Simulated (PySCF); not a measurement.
# Working out the ionisation energy of Kr²⁺

Kr²⁺ [Ar] 3d10 4s2 4p4 (3P) → Kr³⁺ [Ar] 3d10 4s2 4p3 (4S). Calculation: PySCF 2.14, in aug-cc-pVQZ-PP with ECP10MDF; scalar relativity through the core potential. Frozen: 3s2 3p6 3d10. Energies in hartree (1 hartree = 27.21139 eV):

```json
{"part": "UHF", "Kr²⁺ (lower)": "-460.867162", "Kr³⁺ (upper)": "-459.605420"}
{"part": "MP2 opposite-spin", "Kr²⁺ (lower)": "-0.095057", "Kr³⁺ (upper)": "-0.067067"}
{"part": "MP2 same-spin", "Kr²⁺ (lower)": "-0.025767", "Kr³⁺ (upper)": "-0.022799"}
```

Q: What does Hartree-Fock give?

A: (-459.605420) − (-460.867162) = 1.261742 hartree = 34.334 eV.

Q: What do MP2 and SCS-MP2 (6/5 opposite-spin, 1/3 same-spin) give?

A: The opposite-spin parts differ by 0.762 eV and the same-spin parts by 0.081 eV. MP2: 34.334 + (0.762) + (0.081) = 35.177 eV. SCS-MP2: 34.334 + 1.2 × (0.762) + (0.081)/3 = 35.275 eV.

Reference: 35.838 ± 0.02 eV (measured; NIST Atomic Spectra Database, ionization energies), between the lowest levels; spin-orbit coupling is absent from the calculation.

What remains against the reference includes basis incompleteness, the frozen core and correlation beyond second order.
